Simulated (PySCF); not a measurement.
**Fe (iron, neutral) across methods**

[Ar] 3d6 4s2, high-spin 5D determinant. Computed with PySCF 2.14 in x2c-QZVPPall with one added diffuse shell each of s, p, d, f, g type (12s8p6d5f3g, 128 functions), with the spin-free X2C one-electron Hamiltonian (Gaussian nucleus).

```json
{"method": "TPSSh", "E (hartree)": "-1272.648", "mean ε 3d β (eV)": "-6.585", "mean ε 4s α (eV)": "-5.907", "mean ε 4s β (eV)": "-5.044", "Σ⟨r²⟩ (bohr²)": "38.88", "⟨S²⟩": "6.010"}
{"method": "wB97M-V", "E (hartree)": "-1272.542", "mean ε 3d β (eV)": "-10.033", "mean ε 4s α (eV)": "-8.151", "mean ε 4s β (eV)": "-7.537", "Σ⟨r²⟩ (bohr²)": "38.87", "⟨S²⟩": "6.007"}
{"method": "PBE", "E (hartree)": "-1272.407", "mean ε 3d β (eV)": "-5.638", "mean ε 4s α (eV)": "-5.628", "mean ε 4s β (eV)": "-4.828", "Σ⟨r²⟩ (bohr²)": "38.91", "⟨S²⟩": "6.010"}
{"method": "LDA", "E (hartree)": "-1270.104", "mean ε 3d β (eV)": "-5.550", "mean ε 4s α (eV)": "-5.824", "mean ε 4s β (eV)": "-5.029", "Σ⟨r²⟩ (bohr²)": "38.51", "⟨S²⟩": "6.010"}
{"method": "revPBE", "E (hartree)": "-1272.553", "mean ε 3d β (eV)": "-5.617", "mean ε 4s α (eV)": "-5.570", "mean ε 4s β (eV)": "-4.762", "Σ⟨r²⟩ (bohr²)": "39.06", "⟨S²⟩": "6.011"}
{"method": "PBE0", "E (hartree)": "-1272.422", "mean ε 3d β (eV)": "-7.549", "mean ε 4s α (eV)": "-6.293", "mean ε 4s β (eV)": "-5.489", "Σ⟨r²⟩ (bohr²)": "38.96", "⟨S²⟩": "6.010"}
```

(1) Estimate the same row for UHF.

## Answers

(1) E (hartree) = -1271.37475; mean ε 3d β (eV) = -12.716; mean ε 4s α (eV) = -7.669; mean ε 4s β (eV) = -6.654; Σ⟨r²⟩ (bohr²) = 40.77; ⟨S²⟩ = 6.017.
